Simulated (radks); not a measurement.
Fractional charge and spin in the 5p shell of europium: the spin-up occupation runs from 2 to 3 and the spin-down occupation from 2 to 3; the fullest corner is Eu2+, [Kr] 4d10 4f(up 3.5, down 3.5) 5s2 5p(up 3, down 3). Calculated with a radial shooting solver on a logarithmic mesh with Libxc functionals: scalar-relativistic Kohn-Sham, r2SCAN, spin-polarised, spherical densities, finite nucleus; meta-GGA in the generalised Kohn-Sham scheme; Fermi nuclear charge, rms radius of each element as measured or else 0.836 A^(1/3) + 0.57 fm. Energy (eV) above the fullest corner. The planes named below are the two flat planes that join the four corners, with an edge along up + down = one added electron.

down \ up        2     2.5       3
2          101.193  70.945  43.846
2.5         70.945  44.164  20.443
3           43.846  20.443   0.000

Corners above the fullest one (they belong to Eu3+ and the next ion): (up 3, down 2) 43.846 eV, (up 2, down 3) 43.846 eV, (up 2, down 2) 101.19 eV. With half an added electron in each spin the energy lies 0.319 eV from the planes, and with half an added electron in spin up alone -1.575 eV. The planes are only a guide here: the flat-plane condition holds for ground states with one frontier orbital, while this shell lies below other occupied shells, so the corners above the fullest one are inner-hole states and not the ground states of those ions.
